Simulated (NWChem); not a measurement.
System: CH$_{4}$F$_{2}$O$_{2}$Si; SMILES C([Si](O)(F)O)F

Input file for NWChem:

```
start job
memory heap 200 mb stack 900 mb global 1100 mb
geometry units angstroms noautoz
  O     -1.231746     0.504958     1.120240
  Si     0.018568     0.392297     0.057214
  O      1.199781     1.433821     0.506249
  F     -0.556042     0.758976    -1.414242
  C      0.793218    -1.310950    -0.031616
  F     -0.193206    -2.240317    -0.313369
  H     -2.062855     0.084614     0.880596
  H      0.943664     2.319692     0.779518
  H      1.273675    -1.570555     0.927942
  H      1.573251    -1.359401    -0.811498
end
basis spherical
  O library 6-31g*
  Si library 6-31g*
  F library 6-31g*
  C library 6-31g*
  H library 6-31g*
end
dft
  xc xpbe96 cpbe96
  grid coarse
  iterations 150
  mulliken
end
task dft gradient
```

Output (shortened):

```
             Northwest Computational Chemistry Package (NWChem) 7.3.0
             --------------------------------------------------------

 C1  symmetry detected

                             Geometry "geometry" -> ""
                             -------------------------

 Output coordinates in angstroms (scale by  1.889725989 to convert to a.u.)

  No.       Tag          Charge          X              Y              Z
 ---- ---------------- ---------- -------------- -------------- --------------
    1 O                    8.0000    -0.94096346    -0.63122561    -1.32326825
    2 Si                  14.0000     0.00971296    -0.40964452     0.00078539
    3 O                    8.0000     1.19247619    -1.54220639     0.00738732
    4 F                    9.0000    -0.93680067    -0.54499004     1.31059700
    5 C                    6.0000     0.85093496     1.26286612     0.06464021
    6 F                    9.0000    -0.10953101     2.25439800    -0.03787672
    7 H                    1.0000    -1.77524289    -0.15432328    -1.36071824
    8 H                    1.0000     0.95333622    -2.44907759    -0.20576991
    9 H                    1.0000     1.57171460     1.36795674    -0.76506933
   10 H                    1.0000     1.41348422     1.39605507     1.00528571

 Effective nuclear repulsion energy (a.u.)     337.0321073732

  pbe96 is a nonlocal functional; adding pw91lda local functional.

                                 NWChem DFT Module
                                 -----------------

 Summary of "ao basis" -> "ao basis" (spherical)
 ------------------------------------------------------------------------------
       Tag                 Description            Shells   Functions and Types
 ---------------- ------------------------------  ------  ---------------------
 O                           6-31g*                  6       14   3s2p1d
 Si                          6-31g*                  8       18   4s3p1d
 F                           6-31g*                  6       14   3s2p1d
 C                           6-31g*                  6       14   3s2p1d
 H                           6-31g*                  2        2   2s

            General Information
            -------------------
          SCF calculation type: DFT
          Wavefunction type:  closed shell.
          No. of atoms     :    10
          No. of electrons :    58
           Alpha electrons :    29
            Beta electrons :    29
          Charge           :     0
          Spin multiplicity:     1
          Use of symmetry is: off; symmetry adaption is: off
          Maximum number of iterations: 150
          AO basis - number of functions:    96
                     number of shells:    46
          Convergence on energy requested:  1.00D-06
          Convergence on density requested:  1.00D-05
          Convergence on gradient requested:  5.00D-04

              XC Information
              --------------
          PerdewBurkeErnzerhof Exchange Functional  1.000
            Perdew 1991 LDA Correlation Functional  1.000 local
           PerdewBurkeErnz. Correlation Functional  1.000 non-local

             Grid Information
             ----------------
          Grid used for XC integration:  coarse
          Radial quadrature: Mura-Knowles
          Angular quadrature: Lebedev.
          Tag              B.-S. Rad. Rad. Pts. Rad. Cut. Ang. Pts.
          ---              ---------- --------- --------- ---------
          O                   0.60       35          10.0       302
          Si                  1.10       70           8.0       302
          F                   0.50       35          11.0       302
          C                   0.70       35          10.0       302
          H                   0.35       35          10.0       302
          Grid pruning is: on
          Number of quadrature shells:   385
          Spatial weights used:  Erf1

      Superposition of Atomic Density Guess
      -------------------------------------

 Sum of atomic energies:        -676.72386034

      Non-variational initial energy
      ------------------------------

 Total energy =    -678.532463
 1-e energy   =   -1608.637151
 2-e energy   =     593.072580
 HOMO         =      -0.357874
 LUMO         =       0.059857

     ---------------------------------------------
      Total Density - Mulliken Population Analysis
     ---------------------------------------------

    Atom       Charge   Shell Charges
 -----------   ------   -------------------------------------------------------
    1 O    8     9.02   2.00  0.93  3.15  0.90  2.03  0.01
    2 Si  14    12.34   2.00  2.00  5.97  0.75  1.06  0.09  0.19  0.29
    3 O    8     9.00   2.00  0.93  3.14  0.90  2.03  0.01
    4 F    9     9.61   2.00  0.95  3.47  1.00  2.19  0.01
    5 C    6     6.07   2.00  0.69  1.73  0.62  0.98  0.05
    6 F    9     9.49   2.00  0.94  3.41  1.01  2.12  0.01
    7 H    1     0.44   0.35  0.09
    8 H    1     0.44   0.35  0.09
    9 H    1     0.80   0.47  0.33
   10 H    1     0.80   0.47  0.33

   convergence    iter        energy       DeltaE   RMS-Dens  Diis-err
 ---------------- ----- ----------------- --------- --------- ---------
 d= 0,ls=0.0,diis     1   -679.5338857904 -1.02D+03  2.05D-02  1.53D+00
 d= 0,ls=0.0,diis     2   -679.2550684628  2.79D-01  1.21D-02  4.74D+00
 d= 0,ls=0.0,diis     3   -679.6898349799 -4.35D-01  1.28D-03  4.45D-02
 d= 0,ls=0.0,diis     4   -679.6928598595 -3.02D-03  6.91D-04  1.00D-02
 d= 0,ls=0.0,diis     5   -679.6935512452 -6.91D-04  2.41D-04  2.14D-03
  Resetting Diis
 d= 0,ls=0.0,diis     6   -679.6937486645 -1.97D-04  3.74D-05  2.41D-05
 d= 0,ls=0.0,diis     7   -679.6937503096 -1.65D-06  3.85D-05  7.43D-06
 d= 0,ls=0.0,diis     8   -679.6937484826  1.83D-06  2.58D-05  2.85D-05
 d= 0,ls=0.0,diis     9   -679.6937509462 -2.46D-06  1.59D-06  5.83D-08
 d= 0,ls=0.0,diis    10   -679.6937509505 -4.28D-09  6.03D-07  1.23D-08

         Total DFT energy =     -679.693750950474
      One electron energy =    -1612.937885627315
           Coulomb energy =      661.790036121260
    Exchange-Corr. energy =      -65.578008817583
 Nuclear repulsion energy =      337.032107373163

 Numeric. integr. density =       58.000025738941

                       DFT Final Molecular Orbital Analysis
                       ------------------------------------

 Vector   27  Occ=2.000000D+00  E=-2.799101D-01
              MO Center= -1.5D-01, -5.3D-01, -5.5D-01, r^2= 3.4D+00
   Bfn.  Coefficient  Atom+Function         Bfn.  Coefficient  Atom+Function
  ----- ------------  ---------------      ----- ------------  ---------------
     5      0.300855   1 O  pz               37     -0.297091   3 O  pz
     4     -0.252932   1 O  py               41     -0.230008   3 O  pz
     9      0.219683   1 O  pz                3     -0.217968   1 O  px
     8     -0.200422   1 O  py               49      0.175591   4 F  px
    79      0.168582   6 F  pz                7     -0.163361   1 O  px

 Vector   28  Occ=2.000000D+00  E=-2.785905D-01
              MO Center=  5.6D-01,  9.9D-01,  1.1D-02, r^2= 3.7D+00
   Bfn.  Coefficient  Atom+Function         Bfn.  Coefficient  Atom+Function
  ----- ------------  ---------------      ----- ------------  ---------------
    79      0.469363   6 F  pz               83      0.341648   6 F  pz
    37      0.311379   3 O  pz               41      0.233502   3 O  pz
    65     -0.222350   5 C  pz               94      0.183502   9 H  s
    96     -0.168785  10 H  s                93      0.161736   9 H  s
    95     -0.146029  10 H  s                50      0.083663   4 F  py

 Vector   29  Occ=2.000000D+00  E=-2.503347D-01
              MO Center=  2.0D-01,  1.1D+00, -9.1D-02, r^2= 2.8D+00
   Bfn.  Coefficient  Atom+Function         Bfn.  Coefficient  Atom+Function
  ----- ------------  ---------------      ----- ------------  ---------------
    78      0.320193   6 F  py               77      0.282135   6 F  px
    64     -0.262171   5 C  py               82      0.240462   6 F  py
    22      0.217148   2 Si py                4     -0.208993   1 O  py
    81      0.205705   6 F  px               63     -0.204374   5 C  px
    20      0.193385   2 Si s                66      0.176606   5 C  s

 Vector   30  Occ=0.000000D+00  E= 1.201290D-02
              MO Center= -3.9D-01,  4.4D-01, -2.8D-01, r^2= 4.0D+00
   Bfn.  Coefficient  Atom+Function         Bfn.  Coefficient  Atom+Function
  ----- ------------  ---------------      ----- ------------  ---------------
     6      0.578591   1 O  s                24     -0.542243   2 Si s
    90     -0.444028   7 H  s                68     -0.408711   5 C  py
    25      0.393520   2 Si px               80      0.369013   6 F  s
    67      0.301977   5 C  px               96     -0.235890  10 H  s
    38     -0.210474   3 O  s                21      0.203605   2 Si px

 Vector   31  Occ=0.000000D+00  E= 1.272409D-02
              MO Center=  2.8D-01, -1.2D+00, -2.8D-01, r^2= 4.8D+00
   Bfn.  Coefficient  Atom+Function         Bfn.  Coefficient  Atom+Function
  ----- ------------  ---------------      ----- ------------  ---------------
    38     -0.801763   3 O  s                24      0.787253   2 Si s
    92      0.684746   8 H  s                 6     -0.493791   1 O  s
    66     -0.493730   5 C  s                90      0.466303   7 H  s
    26     -0.226001   2 Si py               39      0.202479   3 O  px
    80      0.181570   6 F  s                34     -0.176031   3 O  s

 Vector   32  Occ=0.000000D+00  E= 6.165752D-02
              MO Center= -1.5D-01, -1.5D-01, -1.6D-01, r^2= 5.0D+00
   Bfn.  Coefficient  Atom+Function         Bfn.  Coefficient  Atom+Function
  ----- ------------  ---------------      ----- ------------  ---------------
    90      0.686909   7 H  s                94     -0.600956   9 H  s
    27     -0.568403   2 Si pz                6     -0.554493   1 O  s
    52      0.376511   4 F  s                92     -0.378001   8 H  s
    23     -0.373639   2 Si pz               24     -0.348529   2 Si s
    66      0.313821   5 C  s                38      0.233873   3 O  s

     ---------------------------------------------
      Total Density - Mulliken Population Analysis
     ---------------------------------------------

    Atom       Charge   Shell Charges
 -----------   ------   -------------------------------------------------------
    1 O    8     8.66   2.00  0.90  2.94  0.93  1.88  0.02
    2 Si  14    13.08   2.00  1.99  5.96  0.85  1.51  0.00  0.33  0.43
    3 O    8     8.66   2.00  0.90  2.94  0.93  1.87  0.02
    4 F    9     9.34   2.00  0.93  3.30  1.02  2.08  0.01
    5 C    6     6.18   2.00  0.68  2.03  0.58  0.84  0.05
    6 F    9     9.30   2.00  0.93  3.29  1.04  2.02  0.02
    7 H    1     0.57   0.47  0.10
    8 H    1     0.56   0.47  0.09
    9 H    1     0.83   0.53  0.30
   10 H    1     0.83   0.52  0.30

     -------------------------------------------
      Total Density - Lowdin Population Analysis
     -------------------------------------------

    Atom       Charge   Shell Charges
 -----------   ------   -------------------------------------------------------
    1 O    8     8.49   1.99  0.86  2.79  0.71  2.11  0.03
    2 Si  14    13.35   2.00  1.97  5.87  0.56  1.39  0.26  0.65  0.66
    3 O    8     8.49   1.99  0.86  2.80  0.71  2.10  0.03
    4 F    9     9.24   1.99  0.93  3.17  0.86  2.27  0.02
    5 C    6     6.25   1.99  0.56  1.83  0.46  1.28  0.13
    6 F    9     9.15   1.99  0.93  3.18  0.83  2.19  0.03
    7 H    1     0.66   0.44  0.22
    8 H    1     0.66   0.44  0.22
    9 H    1     0.86   0.50  0.36
   10 H    1     0.85   0.49  0.36

     Multipole analysis of the density
     ---------------------------------

     L   x y z        total         alpha         beta         nuclear
     -   - - -        -----         -----         ----         -------
     0   0 0 0     -0.000000    -29.000000    -29.000000     58.000000

     1   1 0 0      0.007536      0.003768      0.003768     -0.000000
     1   0 1 0     -0.331974     -0.165987     -0.165987      0.000000
     1   0 0 1     -0.322595     -0.161298     -0.161298     -0.000000

     2   2 0 0    -27.406352    -83.946101    -83.946101    140.485851
     2   1 1 0      0.274181     -1.409922     -1.409922      3.094025
     2   1 0 1      1.781356     -2.300303     -2.300303      6.381963
     2   0 2 0    -27.863019   -178.895163   -178.895163    329.927307
     2   0 1 1      0.174594     -1.609525     -1.609525      3.393645
     2   0 0 2    -31.066220    -74.447715    -74.447715    117.829211

            General Information
            -------------------
          SCF calculation type: DFT
          Wavefunction type:  closed shell.
          No. of atoms     :    10
          No. of electrons :    58
           Alpha electrons :    29
            Beta electrons :    29
          Charge           :     0
          Spin multiplicity:     1
          Use of symmetry is: off; symmetry adaption is: off
          Maximum number of iterations: 150
          AO basis - number of functions:    96
                     number of shells:    46
          Convergence on energy requested:  1.00D-06
          Convergence on density requested:  1.00D-05
          Convergence on gradient requested:  5.00D-04

              XC Information
              --------------
          PerdewBurkeErnzerhof Exchange Functional  1.000
            Perdew 1991 LDA Correlation Functional  1.000 local
           PerdewBurkeErnz. Correlation Functional  1.000 non-local

             Grid Information
             ----------------
          Grid used for XC integration:  coarse
          Radial quadrature: Mura-Knowles
          Angular quadrature: Lebedev.
          Tag              B.-S. Rad. Rad. Pts. Rad. Cut. Ang. Pts.
          ---              ---------- --------- --------- ---------
          O                   0.60       35          10.0       302
          Si                  1.10       70           8.0       302
          F                   0.50       35          11.0       302
          C                   0.70       35          10.0       302
          H                   0.35       35          10.0       302
          Grid pruning is: on
          Number of quadrature shells:   385
          Spatial weights used:  Erf1

          Convergence Information
          -----------------------
          Convergence aids based upon iterative change in
          total energy or number of iterations.
          Levelshifting, if invoked, occurs when the
          HOMO/LUMO gap drops below (HL_TOL):  1.00D-02
          DIIS, if invoked, will attempt to extrapolate
          using up to (NFOCK): 10 stored Fock matrices.

[...]

                         DFT ENERGY GRADIENTS

    atom               coordinates                        gradient
                 x          y          z           x          y          z
   1 O      -1.778163  -1.192843  -2.500614   -0.006752   0.008267   0.009193
   2 Si      0.018355  -0.774116   0.001484    0.005136  -0.000670  -0.006109
   3 O       2.253453  -2.914347   0.013960   -0.011775  -0.006560  -0.002327
   4 F      -1.770297  -1.029882   2.476669    0.001967  -0.000388  -0.003223
   5 C       1.608034   2.386471   0.122152   -0.011543   0.006558  -0.000731
   6 F      -0.206984   4.260194  -0.071577    0.011256  -0.011295   0.001112
   7 H      -3.354723  -0.291629  -2.571385    0.010565  -0.006530  -0.000734
   8 H       1.801544  -4.628086  -0.388849    0.004450   0.011338   0.003078
   9 H       2.970110   2.585063  -1.445771   -0.001817  -0.000362   0.001641
  10 H       2.671098   2.638162   1.899715   -0.001487  -0.000356  -0.001899
```

Level: PBE/6-31G* (spherical d). Geometry: optimised at PBE0/def2-SVP.
